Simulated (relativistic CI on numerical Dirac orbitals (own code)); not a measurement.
**Calculated levels, Cu X**

Calculated at this level of theory: Dirac-Coulomb-Breit CI, orbitals from a KLI potential per configuration, model QED (radiative potential, 1s self-energy scaled to tabulated hydrogen-like ionisation energies), unscaled Slater integrals (own radial code, finite nucleus).

Configuration list (outside the closed core [Ne]): 3s2 3p6 3d2, 3s2 3p5 3d3, 3s 3p6 3d3, 3s2 3p6 3d 4s, 3s2 3p6 3d 4p, 3s2 3p6 3d 4d, 3s2 3p6 4s2, 3s2 3p6 4s 4p, 3s2 3p6 3d 4f, 3s2 3p6 4p2, 3s2 3p6 3d 5s, 3s2 3p6 4s 4d, 3s2 3p5 3d2 4s, 3p6 3d4, 3p5 3d5. Double excitations out of closed p, d and f shells are left out; levels of such configurations are missing from the list, as are those of other unlisted configurations, and high levels can miss mixing partners. These lack a partner that the ground configuration has and come out too high: 3s2 3p5 3d2 4s.

The lowest level is 3s2 3p6 3d2 3F_2, with 99 % of that term; Hund's rules for 3s2 3p6 3d2 give 3F with J = 2, in agreement.

```csv
No.,Configuration,Term,J,E (eV),%,Next component (%),Lifetime (s)
1,3s2 3p6 3d2,3F,2,0.0000,99,1 1D,
2,3s2 3p6 3d2,3F,3,0.2978,100,,2.83e+00
3,3s2 3p6 3d2,3F,4,0.6495,100,,2.17e+00
4,3s2 3p6 3d2,1D,2,3.2777,85,14 3P,1.76e-01
5,3s2 3p6 3d2,3P,0,3.6586,99,,3.94e+00
6,3s2 3p6 3d2,3P,1,3.7732,100,,2.16e+00
7,3s2 3p6 3d2,3P,2,4.0451,86,14 1D,4.18e-01
8,3s2 3p6 3d2,1G,4,5.2285,100,,2.02e-01
9,3s2 3p6 3d2,1S,0,12.4784,100,,8.68e-03
10,3p5 3d3(4P),5S°,2,60.8475,99,1 5P°,2.91e-07
11,3p5 3d3(4F),5D°,2,61.3887,82,17 5F°,2.06e-07
12,3p5 3d3(4F),5D°,3,61.4089,76,23 5F°,2.64e-07
13,3p5 3d3(4F),5D°,1,61.4322,92,8 5F°,1.67e-07
14,3p5 3d3(4F),5D°,0,61.4808,100,,2.12e-07
15,3p5 3d3(4F),5D°,4,61.5548,74,24 5F°,8.54e-08
16,3p5 3d3(4F),5F°,5,62.6243,89,10 5G°,1.93e-06
17,3p5 3d3(4F),5F°,1,62.9083,88,8 5D°,6.80e-09
18,3p5 3d3(4F),5F°,4,62.9370,64,24 5D°,2.66e-08
19,3p5 3d3(4F),5F°,2,62.9865,76,17 5D°,1.01e-08
20,3p5 3d3(4F),5F°,3,63.0158,67,23 5D°,1.59e-08
21,3p5 3d3(4F),5G°,6,64.2847,100,,4.06e-02
22,3p5 3d3(4F),5G°,5,64.9017,86,9 5F°,5.29e-06
23,3p5 3d3(4F),5G°,4,65.3344,81,10 5F°,5.37e-08
24,3p5 3d3(4F),5G°,2,65.5607,52,43 3F°,6.03e-08
25,3p5 3d3(4F),5G°,3,65.6188,79,8 5F°,1.84e-08
26,3p5 3d3(2G),3F°,3,66.4868,69,27 3G°,2.58e-09
27,3p5 3d3(2G),3F°,2,66.7254,56,44 5G°,2.09e-09
28,3p5 3d3(2G),3F°,4,66.8957,66,28 3G°,4.14e-09
29,3p5 3d3(2P),3P°,2,67.0531,57,40 3D°,7.96e-10
30,3p5 3d3(2D),3D°,3,67.2809,95,2 5D°,1.29e-08
```

Energies count from the lowest computed level; ° marks odd parity; lifetimes are radiative, by E1, M1, E2, M2, E3 decay to levels of this space only. Percentages are summed over parent terms; the parents shown are those of the largest component, closed shells are left out there.

The mean weight of the leading LS term, summed over parents, in these 30 levels is 84 %, and that of the leading jj configuration (from the same eigenvectors) 51 %, so LS coupling describes them better.

At this charge energies of transitions that change n are usually good to better than 1 %, and those within a shell (Δn = 0) to a few per cent. Terms inside the open d or f shell come out 10 to 20 % too wide with unscaled integrals.

Landé's interval rule says that E(J) − E(J−1) = AJ with one A. For the ground term the intervals give A = 800.5, 709.2 cm⁻¹ for J = 3, 4; the multiplet is regular.

LS names give the leading component of a level, which can be under half, so a name can repeat, a term be missing and a line seem to break the LS rules.
